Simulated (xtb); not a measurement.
C₄H₄OSe, SMILES [SeH]c1ccoc1. All values are semi-empirical tight-binding results from xtb (GFN2-xTB unless named), good for trends rather than for accurate numbers. Geometry: GFN2-xTB. Other conformers were not sampled.

A frequency run showed that this geometry is not a minimum.

Computed properties:
* **orbital gap**: 3.75 eV
* **static polarisability (D4 model)**: 76.0 bohr³
* **solvation energy, GFN2-xTB/ALPB(water)**: -1.6 kcal/mol
* **solvation energy, GFN2-xTB/ALPB(ch2cl2)**: -5.3 kcal/mol
